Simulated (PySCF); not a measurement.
States of one metal complex from SC-NEVPT2 in the d shell, PySCF, above the ground state:

```tsv
2S+1	degeneracy	energy / cm⁻¹	f (electric dipole)
2	1	0	–
2	2	8906	0
2	2	22396	1.6e-03
```

Task: Which of these complexes, all computed at model or optimised geometries, gave the data?
A. [Ti(NH2)4]- (d1, tetrahedral)
B. [CuCl6]4- (d9, octahedral)
C. Ti(OH)3 (d1, trigonal planar)
D. [MoCl6]- (d1, octahedral)

Result: C. Ti(OH)3 (d1, trigonal planar) has 2A', then 2E'' at 8906, 2E' at 22396 cm⁻¹ (NEVPT2). The others: [Ti(NH2)4]- (d1, tetrahedral) has 2B1 (from 2E), then 2A1 (from 2E) at 6941, 2E (from 2T2) at 11245 cm⁻¹ (NEVPT2); [MoCl6]- (d1, octahedral) has 2T2g, then 2Eg at 30028 cm⁻¹ (NEVPT2); [CuCl6]4- (d9, octahedral) has 2B1g (from 2Eg), then 2B2g (from 2T2g) at 9066, 2A1g (from 2Eg) at 10451 cm⁻¹ (NEVPT2).

The d shell alone is too small an active space for [MoCl6]- (an active orbital has only 0.54 squared overlap with the free ion's shell): its levels, fitted parameters, g values and moments show what this model gives and aren't sound predictions.

On Ti(OH)3: NEVPT2 lifts 2E'' from 6027 to 8906 cm⁻¹; on the d shell alone such lifts tend to overshoot. NEVPT2 on the d shell alone tends to put d–d bands too high for such charged or covalently bound ions.
